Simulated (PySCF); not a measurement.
# One molecule, many functionals

Compound: CH8FPSi2.
SMILES: `C[SiH2][Si@H](F)P`

Linear-response calculations in the def2-SVPD basis (PySCF; singlets by full response, triplets Tamm–Dancoff, core orbitals frozen in the response; HF means time-dependent Hartree–Fock). 'Strongest' is the level of largest summed f among the singlets computed (10 roots, of which the last may lack a degenerate partner); it can jump between rows when another state enters that window. S1 is the lowest singlet of each run and needn't be the same state throughout; f(S1) is that of one state. The structure is a single PBE0-D3(BJ)/def2-SVP conformer in the gas phase; no vibrational or solvent corrections.

| functional | kind | S1 (eV) | f(S1) | strongest (eV) | T1 (eV) | HOMO (eV) | gap (eV) | ionisation energy, ΔSCF (eV) |
| --- | --- | --- | --- | --- | --- | --- | --- | --- |
| LDA | LDA | 5.01 | 0.024 | 5.99 | 4.60 | -6.40 | 4.77 | 9.09 |
| PBE | GGA | 5.10 | 0.025 | 6.08 | 4.60 | -6.32 | 4.88 | 8.97 |
| B3LYP | global hybrid, 20% exact exchange | 5.52 | 0.033 | 6.42 | 4.96 | -7.18 | 6.39 | 9.21 |
| PBE0 | global hybrid, 25% exact exchange | 5.60 | 0.036 | 6.51 | 4.94 | -7.38 | 6.75 | 9.21 |
| BHandHLYP | global hybrid, 50% exact exchange | 6.01 | 0.050 | 6.82 | 5.27 | -8.33 | 8.57 | 9.29 |
| CAM-B3LYP | range-separated hybrid | 5.85 | 0.040 | 6.70 | 5.18 | -8.60 | 8.97 | 9.35 |
| wB97X-D | range-separated hybrid | 5.89 | 0.040 | 6.69 | 5.26 | -9.15 | 10.24 | 9.35 |
| LC-wPBE | range-separated hybrid | 6.14 | 0.050 | 8.50 | 5.28 | -9.88 | 11.31 | 9.49 |
| HF | Hartree–Fock | 6.62 | 0.073 | 7.33 | 5.40 | -9.81 | 12.02 | not settled |

S1 runs from 5.01 eV (LDA) to 6.62 eV (HF), a spread of 1.62 eV, while the orbital gap spreads over 7.2 eV. Along PBE (0%), B3LYP (20%), PBE0 (25%), BHandHLYP (50%), HF (100%) S1 rises with the share of exact exchange. −ε(HOMO) comes closest to its own ΔSCF ionisation energy with wB97X-D (-0.20 eV) and misses most with LDA (-2.69 eV). 'Not settled' means that the ion's SCF failed to converge or may have ended in another state than the lowest.

Without π bonds the low states are Rydberg-like; a valence basis with one diffuse set may place them up to an eV too high.
